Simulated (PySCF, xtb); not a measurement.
CdFHS, SMILES [F][Cd][SH].

xtb with GFN2-xTB at its own geometry gives an orbital gap of 2.50 eV and a dipole moment of 5.71 D.

Coordinates come from a B3LYP-D3(BJ)/def2-TZVP optimisation. The def2 effective core potentials stand for the cores of Cd; spin–orbit coupling is left out. Other conformers were not sampled.

**Question.** What does ωB97X/def2-TZVPD (PySCF) give? (Estimate from the structure and the level; the computed values follow.)

**Answer.** gap 9.99 eV (levels -10.06 and -0.08 eV), dipole 1.74 D.
